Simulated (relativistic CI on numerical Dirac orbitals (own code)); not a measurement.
# L2,3 absorption of cobalt in several valence states

Computed multiplet spectra 2p⁶3dⁿ → 2p⁵3dⁿ⁺¹ (Dirac-Coulomb-Breit ions, Slater integrals scaled by 0.9, an assumed crystal field that grows with the charge, no charge transfer; 300 K; Lorentzian 0.4 eV and Gaussian 0.3 eV FWHM at both edges, so that L2 comes out sharper than in experiment). Peaks over 5 % are given in eV from the highest peak in the L3 region of each spectrum (height, largest 100). S of the lowest state is read from ⟨S²⟩, and the branching ratio is the share of L3, cut at the minimum between the edges.

Field parameters in Wybourne normalisation: Oh B⁴₀ = 21Dq, B⁴₄ = √(5/14) B⁴₀. The field is a parameter set, without covalency.

- Co3+ (d6, Oh, 10Dq = 22800 cm⁻¹): S = 0.03, low spin, branching ratio 0.65; peaks -2.7 (7), 0.0 (100), 1.6 (15), 2.5 (32), 13.8 (46), 14.4 (49), 15.9 (14), 16.4 (14)
- Co4+ (d5, Oh, 10Dq = 27900 cm⁻¹): S = 2.50, high spin, branching ratio 0.78; peaks -3.5 (40), -2.7 (13), 0.0 (100), 1.9 (22), 4.1 (6), 4.7 (7), 12.3 (10), 12.6 (10), 14.9 (8), 15.7 (12), 16.1 (13), 17.8 (9)
- Co5+ (d4, Oh, 10Dq = 33050 cm⁻¹): S = 1.28, low spin, branching ratio 0.71; peaks -6.7 (39), -4.3 (47), -3.4 (59), -2.4 (90), -1.3 (100), 0.0 (100), 1.8 (32), 2.3 (28), 11.4 (46), 13.0 (57), 14.4 (29), 16.7 (14), 18.2 (7)

Problem. What spin state follows for Co2+ in Oh, 10Dq = 17650 cm⁻¹, and does its branching ratio lie nearer 2/3 or nearer 0.8?

Solution. Co2+ (d7, Oh, 10Dq = 17650 cm⁻¹): S = 1.50, high spin, branching ratio 0.81; peaks -4.3 (69), -3.2 (21), -2.1 (78), -1.6 (90), 0.0 (100), 1.5 (19), 2.8 (9), 11.8 (6), 13.3 (24), 14.3 (22), 15.1 (24), 16.4 (7). High-spin states, above all those with an unquenched orbital moment, raise the ratio above the statistical 2/3; low spin and nearly empty shells keep it near or below 2/3.

The centroid of the whole edge, which also moves with the branching ratio, lies at 784.3 (Co2+), 789.6 (Co3+), 791.4 (Co4+), 796.3 (Co5+) eV in this ionic model, in steps of 1.8 to 5.3 eV. Compounds show about 1 to 2 eV a unit and lower energies for the high valences, since ligands screen the charge. The multiplet shape follows the d count and the spin state, and so serves as a fingerprint of valence. Real compounds of Co4+ are mostly low spin, since covalency shrinks the Slater integrals more than this scale does. Co5+ lies at a spin crossover.
